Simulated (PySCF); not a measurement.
# He⁺ (helium, charge +1): UHF calculation

Configuration: 1s1, 2S determinant. All numbers are calculated (PySCF 2.14, no relativity, point nucleus, in dyall-acv3z).

```
Total energy                                     : -1.999981 hartree
One-electron energy                              : -2.0000 hartree
Hartree (Coulomb) energy                         : 0.6250 hartree
Exchange energy                                  : -0.6250 hartree
Kinetic energy                                   : 1.99995 hartree
⟨S²⟩                                             : 0.7500
⟨L²⟩                                             : 0.000
Sum of ⟨r⟩                                       : 0.7500 bohr
Sum of ⟨r²⟩                                      : 0.7501 bohr²
Density at the nucleus (Gaussians lack the cusp) : 2.49 bohr⁻³
Spin density at the nucleus                      : 2.49 bohr⁻³
Langevin diamagnetic susceptibility              : -0.594 ×10⁻⁶ cm³/mol
```

```tsv
shell	electrons	mean orbital energy (hartree)	rms radius, mean of both spins (bohr)
1s α	1	-1.99998	0.866
```
